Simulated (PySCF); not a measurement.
H3S2, SMILES S[SH2+], charge +1.

Geometry: B3LYP-D3(BJ)/def2-TZVP. The isomer is the one that the SMILES or the coordinates give; other isomers of the formula were not compared.

Method: B3LYP-D3(BJ)/def2-TZVP run with PySCF.

Frequencies are harmonic and unscaled.

Computed normal modes with their intensities:
```tsv
mode	ν (cm⁻¹)	IR (km/mol)	moving atoms (share of kinetic energy)
1	242	44.6	H 97 %
2	481	2.4	S 99 %
3	776	2.8	H 94 %
4	844	0.1	H 97 %
5	988	5.8	H 93 %
6	1224	6.8	H 98 %
7	2581	43.1	H 97 %
8	2584	52.0	H 97 %
9	2641	35.6	H 97 %
```
